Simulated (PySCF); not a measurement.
NICS in rings of unrelated molecules.

NICS = −σ at a ghost point: NICS(0) at the centroid of the ring atoms, NICS(1) 1 Å to either side along the normal of their mean plane, zz for the tensor component along that normal. Level: GIAO PBE0/pcSseg-1 (PySCF, non-relativistic, gas phase) on the GFN2-xTB geometries, one conformer each. Atom numbers follow the mapped SMILES.

**Question.** Order these rings by mean NICS(1)zz, lowest (most negative) first (ppm).
A. ring C3–P4–C5–C7–C9 in `[CH3:1][O:2][c:3]1[pH:4][c:5]([CH3:6])[c:7]([CH3:8])[c:9]1[F:10]`
B. ring Si5–C6–C7–C8 in `[Cl:1][CH2:2][CH2:3][O:4][SiH:5]1[CH2:6][CH2:7][CH2:8]1`
C. ring C3–C4–C5–N6–C7–C8 in `[CH2:1]=[CH:2][c:3]1[cH:4][cH:5][n:6][cH:7][cH:8]1`
D. ring P4–C5–C6–C7 in `[SiH3:1][N:2]([SiH3:3])[P:4]1[CH2:5][CH2:6][CH2:7]1`
E. ring C2–C3–C4–S5–C6 in `[CH3:1][c:2]1[cH:3][cH:4][s:5][c:6]1[Cl:7]`

**Answer.** C (-26.5), E (-22.9), A (-8.9), B (2.7), D (6.9).

```
               SMILES                                                           ring  NICS(0)  NICS(1)  NICS(1)zz  HOMA  rms pucker (Å)  ring atoms with four or more neighbours
          C=Cc1ccncc1              6-membered ring with N; formal bonds all aromatic     -6.7    -10.7      -26.5  0.99            0.00                                        0
           Cc1ccsc1Cl              5-membered ring with S; formal bonds all aromatic    -12.2    -10.4      -22.9  0.76            0.00                                        0
  COc1[pH]c(C)c(C)c1F  5-membered ring with P; bonds drawn aromatic by RDKit's count     -8.0     -5.9       -8.9  0.01            0.04                                        0
      ClCCO[SiH]1CCC1               4-membered ring with Si; formal bonds all single     -0.6     -1.5        2.7     –            0.10                                        4
[SiH3]N([SiH3])P1CCC1                4-membered ring with P; formal bonds all single      2.4      0.0        6.9     –            0.14                                        3
```

NICS(0) gives another order. The isotropic NICS(1) gives the same order. HOMA uses Krygowski's 1993 parameters; it is left out where a ring has a four-coordinate atom, a triple bond, no multiple bond or a kind of bond without parameters. NICS(1) and NICS(1)zz are means over the two faces.
